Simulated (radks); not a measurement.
Problem. All-electron atom: Cs10+ in [Ar] 3d10 4s1.5 4p6 4d9 5p0.5 (fractional occupations, a model configuration). Calculated with a radial shooting solver on a logarithmic mesh with Libxc functionals: Dirac Kohn-Sham, LDA (Slater exchange, Perdew-Wang correlation), spin-unpolarised, spherical densities, point nucleus; open shells fill j = l - 1/2 first.

Spin-orbit splittings of the eigenvalues, e(l+1/2) - e(l-1/2), with zeta = 2 splitting/(2l+1) and mean radii in bohr:

| shell | occ. | splitting (eV) | zeta (eV) | <r> j=l-1/2 | <r> j=l+1/2 |
|---|---|---|---|---|---|
| 2p | 6 | ? | ? | 0.09405 | 0.09994 |
| 3p | 6 | 67.58 | 45.05 | 0.2886 | 0.3004 |
| 3d | 10 | 14.38 | 5.753 | 0.2710 | 0.2747 |
| 4p | 6 | 14.60 | 9.732 | 0.7052 | 0.7303 |
| 4d | 9 | 2.577 | 1.031 | 0.7860 | 0.7942 |
| 5p | 0.5 | 3.716 | 2.478 | 1.508 | 1.548 |

Estimate the 2p splitting.

Solution. 351.9 eV (zeta = 234.6 eV).
